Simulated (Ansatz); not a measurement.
Job for Ansatz (a quantum-chemistry and plane-wave program): U-B3LYP/def2-TZVPP on CH3S (SMILES [CH2]S), 2S+1 = 2, atoms moved off the minimum.

Ansatz 0.2 input:
```yaml
crystal:
  periodic: [false, false, false]
  atoms:
    - {symbol: C, position_ang: [-1.00565566, 0.35765834, -0.15418510]}
    - {symbol: S, position_ang: [0.65942072, -0.23468662, -0.01672769]}
    - {symbol: H, position_ang: [-1.84354783, -0.20431916, 0.02814428]}
    - {symbol: H, position_ang: [-1.06932271, 1.56698811, 0.07200978]}
    - {symbol: H, position_ang: [1.23825520, 0.97823963, 0.06633022]}
basis:
  gaussian:
    orbitals: def2-TZVPP
hamiltonian:
  xc: {name: B3LYP}
magnetization: {spin_polarized: true, initial_magnetization: 1}
output: {forces: true}
```

It printed:

```
WARN ansatz: RAYON_NUM_THREADS=1 ignored (pool sized by the plan → 1); use --threads N
Functional definition: B3LYP
integrals: 0.03 GiB planned
653 factors; their error is unknown
mean field: 0.37 GiB planned
mean field evaluation 1: about -11914.6142 eV, gradient 3.4e1 eV
mean field evaluation 2: about -11893.1400 eV, gradient 5.8e1 eV
mean field evaluation 4: about -11920.4947 eV, gradient 3.9e0 eV
mean field evaluation 8: about -11920.5953 eV, gradient 1.9e-1 eV
mean field evaluation 16: about -11920.5994 eV, gradient 4.7e-4 eV
mean field -11920.59940802 eV, -438.0739481724 hartree, gradient 2.4e-5 eV, S^2 0.755597; 0 other end points of the search recorded, 0 dependent functions left out
the calculation of the forces begins
reference -11920.59960913 eV, -438.0739555629 hartree; 13, 12 occupied and 102, 103 virtual orbitals, 653 factors
Total energy: -11920.59960913 eV, -438.0739555629 hartree
Atom 0 at    -1.005656     0.357658    -0.154185 Å, force     2.769437     5.042639     0.446203 eV/Å
Atom 1 at     0.659421    -0.234687    -0.016728 Å, force    -1.040157     0.102270    -0.047906 eV/Å
Atom 2 at    -1.843548    -0.204319     0.028144 Å, force    -1.544907    -1.547825     0.372066 eV/Å
Atom 3 at    -1.069323     1.566988     0.072010 Å, force    -0.124502    -3.423916    -0.716821 eV/Å
Atom 4 at     1.238255     0.978240     0.066330 Å, force    -0.059871    -0.173167    -0.053541 eV/Å
Dipole moment:     0.001066     0.174875     0.086121 e Å
```

The run converged.

Cost: about 1.4 core-seconds (a rough figure).
